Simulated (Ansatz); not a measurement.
```yaml
crystal:
  periodic: [false, false, false]
  atoms:
    - {symbol: Cl, position_ang: [-0.830579, -0.890753, 2.058247]}
    - {symbol: In, position_ang: [0.338859, -0.482047, 0.108115]}
    - {symbol: Cl, position_ang: [2.051371, -1.946024, -0.388338]}
    - {symbol: Se, position_ang: [-0.217517, 1.420878, -1.369150]}
    - {symbol: H, position_ang: [-1.292235, 1.824247, -0.450273]}
basis:
  gaussian: {orbitals: def2-mTZVPP, fitting: {mean_field: cc-pVTZ-jkfit}}
hamiltonian: {xc: {name: B97}}
output: {forces: true}
```

```sh
$ ansatz run in.yaml --threads 4 --pin off --events-out ev --progress --plain --max-ram 10444MiB
```

**Question.** How does Ansatz answer? (Best estimate.)

**Answer.** Ansatz gave: The input was rejected before any iteration.
```
Functional definition: B97
Error: <dir> the basis set cc-pVTZ-JKFIT has no functions for In
```
